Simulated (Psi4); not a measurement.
Approach curve of the dimer H2 ··· H4O4Si (SMILES [H][H] and O[Si](O)(O)O). Monomers: optimised at B3LYP-D3(BJ) (def2-TZVP), held rigid. Orientation: lowest of the rigid-body minima from ten starts at GFN2-xTB. R is the distance of the centres of mass, along which the second monomer moves.

Method: Psi4 with SAPT0/jun-cc-pVDZ, frozen core.

Components in kJ/mol:

| R / Å | electrostatics | exchange | induction | dispersion | total |
|---|---|---|---|---|---|
| 2.97 | -7.14 | 25.41 | -3.14 | -6.83 | 8.30 |
| 3.17 | -4.23 | 13.93 | -1.72 | -4.78 | 3.19 |
| 3.40 | -2.38 | 6.85 | -0.86 | -3.20 | 0.41 |
| 3.58 | -1.59 | 3.89 | -0.50 | -2.35 | -0.54 |
| 3.80 | -1.03 | 1.92 | -0.26 | -1.63 | -0.99 |
| 4.00 | -0.74 | 1.00 | -0.14 | -1.18 | -1.06 |
| 4.31 | -0.49 | 0.36 | -0.06 | -0.73 | -0.92 |
| 4.57 | -0.37 | 0.15 | -0.03 | -0.50 | -0.75 |
| 5.08 | -0.22 | 0.02 | -0.01 | -0.25 | -0.46 |
| 5.82 | -0.11 | 0.00 | 0.00 | -0.11 | -0.22 |
| 6.80 | -0.05 | 0.00 | 0.00 | -0.04 | -0.09 |
| 8.08 | -0.02 | 0.00 | 0.00 | -0.01 | -0.03 |
